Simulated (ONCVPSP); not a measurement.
## What one change does to a pseudopotential (Co (Z = 27), ONCV)

Co, optimised norm-conserving Vanderbilt (ONCV), made with ONCVPSP 4.0.1 (Wu-Cohen, scalar-relativistic). Core [Ne], reference 3s2 3p6 3d7.5 4s1.5. Waves: 3s+4s: rc 1.55 bohr, ncon 4, nbas 7, qcut 8.4 1/bohr, 2 projectors; 3p: rc 0.85 bohr, ncon 5, nbas 8, qcut 11 1/bohr, 1 projector; 3d: rc 1.65 bohr, ncon 4, nbas 8, qcut 8.4 1/bohr, 1 projector. Local part: polynomial inside 0.60 bohr (lpopt 5, dvloc0 -1 Ha). Core correction: Teter function, fcfact 4, rcfact 1.2.

All-electron outer shells of the reference configuration (Wu-Cohen, scalar-relativistic, ld1.x):

| shell | level (eV) | outermost node (bohr) | outermost maximum (bohr) |
| --- | --- | --- | --- |
| 2p | -767.10 | – | 0.17 |
| 3s | -99.60 | 0.31 | 0.67 |
| 3p | -63.04 | 0.28 | 0.68 |
| 3d | -6.08 | – | 0.67 |
| 4s | -4.91 | 0.96 | 2.38 |

Change: all radii but the core radius scaled by about 0.92 (s 1.42, p 0.78, d 1.52 bohr); local potential polynomial inside 0.56 bohr (lpopt 5, dvloc0 -1 Ha).

Cutoffs: the cutoffs (Ha) at which the residual kinetic energy of the hardest occupied pseudo-wave falls to 1 and 0.1 mHa per electron; they do not see the model core or the augmentation charge, which bear on the density cutoff. Errors are all-electron minus pseudo energies relative to the spin-unpolarised reference configuration.

Problem. How do hardness, ghosts and transferability respond?

Solution. The potential gets harder (93 Ha and 238 Ha → 115 Ha and 271 Ha); of the 4 tests that both files solve, the error grows in 1 and shrinks in 3 by more than 15 % and 0.3 meV (median size 10.0 → 7.6 meV); neither file shows a bound ghost. A smaller radius makes the pseudo-wave follow the all-electron one further in, where it bends more sharply, so more plane waves are needed.

| quantity | base | changed |
| --- | --- | --- |
| cutoff, loose | 93 Ha | 115 Ha |
| cutoff, tight | 238 Ha | 271 Ha |
| loose cutoff by channel | s 14 Ha, p 93 Ha, d 32 Ha | s 18 Ha, p 115 Ha, d 35 Ha |
| bound ghosts | none | none |
| GHOST(+) flags under 300 eV | s at 173.6 eV | s at 179.7 eV, d at 215.8 eV |
| error for 3s2 3p6 3d7 4s2, meV [ΔE 0.96 eV] | +10 | +6.8 |
| error for 3s2 3p6 3d7 4s1, meV [ΔE 10.03 eV] | -1.1 | -1.7 |
| error for 3s2 3p6 3d7 4s0, meV [ΔE 26.71 eV] | -9.8 | -8.3 |
| error for 3s2 3p5 3d7 4s2, meV [ΔE 74.42 eV] | -373 | -305 |
| rms error of d²Exc/dni dnj with the model core, mHa | 1.58 | 1.10 |
